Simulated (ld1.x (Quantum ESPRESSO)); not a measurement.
# Before and after: PAW potential for W (Z = 74)

- Element: W (Z = 74)
- Generator: ld1.x (Quantum ESPRESSO) 7.5
- Type: PAW
- Functional: PBE
- Relativity: non-relativistic
- Frozen core: [Kr] 4d10 4f14
- Valence charge: 14
- Reference configuration: 5s2 5p6 5d4 6s1.75 6p0.25
- Partial waves: 5s (bound): rcut 1.50, rcutus 1.85 bohr; 6s (bound): rcut 1.50, rcutus 1.85 bohr; 5p (bound): rcut 1.80, rcutus 2.20 bohr; 6p (bound): rcut 1.80, rcutus 2.20 bohr; 5d (bound): rcut 1.25, rcutus 1.75 bohr; 5d channel at 1.4 Ry: rcut 1.25, rcutus 1.75 bohr
- Local potential: all-electron potential smoothed inside 1.85 bohr (lloc = -2)
- Core correction: Bessel-smoothed model core, default radius (core density twice the valence density)
- Augmentation charge: BESSEL, radius 0.95 bohr

Change: core correction a·sin(br)/r model core, default radius (ld1.x builds one for every PAW set, though the input has nlcc=.false.).

Cutoffs: the cutoffs (Ry, on a coarse ladder) from which the occupation-weighted sum of valence levels, in a spherical-Bessel basis at the reference potential, stays within 10 and 1 mRy of its value at 400 Ry; they do not see the model core or the augmentation charge, which bear on the density cutoff. Errors are all-electron minus pseudo energies relative to the spin-unpolarised reference configuration.

Q: How do hardness, ghosts and transferability respond?

A: The potential gets neither clearly harder nor softer (30 Ry and 50 Ry → 30 Ry and 50 Ry); of the 7 tests that both files solve, the error grows in 0 and shrinks in 6 by more than 15 % and 0.3 meV (median size 5.4 → 1.5 meV); neither file shows a bound ghost. The default core radius of the base comes out at 0.88 bohr. A model core, the more so a compact one, raises the density cutoff, which this test does not measure.

```tsv
quantity	base	changed
cutoff, loose	30 Ry	30 Ry
cutoff, tight	50 Ry	50 Ry
bound ghosts	none	none
error for 5s2 5p6 5d4 6s2 6p0, meV [ΔE -0.82 eV]	+0.4	+0.1
error for 5s2 5p6 5d4 6s1 6p0, meV [ΔE 6.84 eV]	+1.9	+1.5
error for 5s2 5p6 5d4 6s0 6p0, meV [ΔE 20.73 eV]	+5.4	+5.6
error for 5s2 5p6 5d4 6s0 6p1, meV [ΔE 10.90 eV]	+9.8	+3.6
error for 5s2 5p6 5d5 6s1 6p0, meV [ΔE -1.34 eV]	+6.4	+1.0
error for 5s2 5p6 5d3 6s0 6p0, meV [ΔE 46.88 eV]	-10	-5.5
error for 5s2 5p6 5d4.5 6s1.5 6p0, meV [ΔE -1.21 eV]	+3.4	+0.8
s: phases at 2.40 bohr within 0.05 rad from the reference energy up to (Ry; the scan ends near 5)	to the end of the scan	to the end of the scan
p: phases at 2.40 bohr within 0.05 rad from the reference energy up to (Ry; the scan ends near 5)	to the end of the scan	to the end of the scan
d: phases at 2.40 bohr within 0.05 rad from the reference energy up to (Ry; the scan ends near 5)	to the end of the scan	to the end of the scan
lowest overlap eigenvalue by channel	s 0.13, p 0.09, d 0.50	s 0.13, p 0.09, d 0.50
```
